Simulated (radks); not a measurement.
Values are calculated unless marked as measured or tabulated.
Ionisation of the molybdenum ion Mo6+, [Kr], to [Ar] 3d10 4s2 4p5 as the strength of local exchange is varied. Code: a radial shooting solver on a logarithmic mesh with Libxc functionals. Model: scalar-relativistic Kohn-Sham, Slater X-alpha exchange (alpha = 2/3 is LDA exchange), no correlation, spin-unpolarised, spherical densities, finite nucleus; Fermi nuclear charge, rms radius 4.4091 fm.

| alpha | E(Mo6+) (hartree) | exchange (hartree) | IE (eV) | -e of the level emptied (eV) | <r> of it (bohr) |
|---|---|---|---|---|---|
| 0.659 | -4031.70778 | -111.56688 | 124.64 | 115.21 (4p) | 1.156 |
| 0.667 | -4033.06457 | -112.95418 | 124.89 | 115.45 (4p) | 1.155 |
| 0.727 | -4043.25312 | -123.38405 | 126.74 | 117.27 (4p) | 1.148 |
| 0.817 | -4058.57770 | -139.11209 | 129.53 | 120.02 (4p) | 1.139 |
| 0.906 | -4073.78127 | -154.76356 | 132.32 | 122.77 (4p) | 1.129 |

NIST Atomic Spectra Database: 125.64 eV (semi-empirical). The Delta-SCF value meets it near alpha = 0.69. Spin polarisation and multiplet splitting are left out, so open shells lie too high by an amount that depends on their filling.

Beside tabulated values, note that spin-unpolarised runs miss the spin-polarisation part of the exchange energy of open shells.
